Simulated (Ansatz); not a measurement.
Consider the redistribution: `C[SiH](O)[SiH](O)O` + `CO[SiH2]O[SiH](O)F` → `CO[SiH2]O[SiH](O)O` + `C[Si@H](O)[Si@H](O)F`.

Computed with Ansatz on PBE0-D4/def2-TZVP structures; ΔE is electronic, products minus reactants. CCSD(T)/CBS adds triple-zeta CCSD(T) − MP2 to the extrapolated MP2 energy (def2 sets, frozen cores). Functionals use def2-TZVPP. Each species was taken in one conformer, which may not be the lowest.

`C[SiH](O)[SiH](O)O`:

Z-matrix (Å, degrees):
```
C
Si 1 1.868
H 1 1.094 2 110.0
H 1 1.093 2 111.4 3 -119.3
H 1 1.092 2 111.2 3 119.7
O 2 1.668 1 111.8 3 -178.5
Si 2 2.348 1 113.8 3 -67.0
H 2 1.493 1 108.2 3 60.5
H 6 0.958 2 118.3 1 -69.9
O 7 1.648 2 106.8 1 140.0
O 7 1.648 2 106.0 1 -98.5
H 7 1.488 2 117.0 1 17.4
H 10 0.959 7 117.6 2 -178.3
H 11 0.962 7 114.3 2 -29.2
```

`CO[SiH2]O[SiH](O)F`:

Z-matrix (Å, degrees):
```
C
O 1 1.414
H 1 1.090 2 108.3
H 1 1.095 2 111.2 3 119.2
H 1 1.095 2 111.3 3 -119.2
Si 2 1.650 1 122.9 3 174.0
O 6 1.625 2 105.6 1 -175.2
H 6 1.483 2 109.6 1 -55.8
H 6 1.483 2 110.4 1 66.2
Si 7 1.631 6 138.2 2 5.9
O 10 1.620 7 110.5 6 -19.2
F 10 1.589 7 107.3 6 101.4
H 10 1.467 7 110.7 6 -142.0
H 11 0.965 10 114.8 7 19.5
```

`CO[SiH2]O[SiH](O)O`:

Cartesian coordinates in Å:
```
C 0.947 2.225 -0.947
O 0.460 1.022 -0.390
Si -0.005 -0.269 -1.308
O -0.398 -1.440 -0.262
Si -0.402 -1.723 1.357
O -1.782 -2.441 1.832
O -0.222 -0.291 2.120
H 0.171 2.735 -1.528
H 1.812 2.043 -1.594
H 1.257 2.880 -0.132
H -1.180 0.097 -2.139
H 1.124 -0.689 -2.175
H 0.668 -2.686 1.662
H -2.555 -1.887 1.948
H 0.105 0.422 1.556
```

`C[Si@H](O)[Si@H](O)F`:

```xyz
13

C     1.141   -1.805   -0.163
Si    0.851    0.030   -0.214
O     1.421    0.694    1.190
Si   -1.418    0.638   -0.337
O    -1.469    1.970    0.629
F    -2.373   -0.504    0.269
H     0.576   -2.269    0.647
H     0.838   -2.269   -1.105
H     2.203   -2.015   -0.009
H     1.552    0.611   -1.399
H     0.958    1.477    1.497
H    -2.008    0.947   -1.670
H    -2.271    2.495    0.665
```

```csv
level,ΔE (kJ/mol)
PBE-D4,-1.1
ωB97X-V,-0.3
r2SCAN,-1.2
HF/def2-TZVPP,-0.4
SCS-MP2/def2-TZVPP,1.1
HF/def2-QZVPP,-0.4
MP2/def2-QZVPP,1.1
SCS-MP2/def2-QZVPP,0.8
```

**Question.** What does CCSD(T)/CBS give? (An estimate is asked.)

**Answer.** Computed: +0.7 kJ/mol. The listed levels differ from it by -1.8, -1.0, -1.9, -1.1, 0.4, -1.1, 0.4, 0.1 kJ/mol.

Largest T1 diagnostic among the species: 0.012.
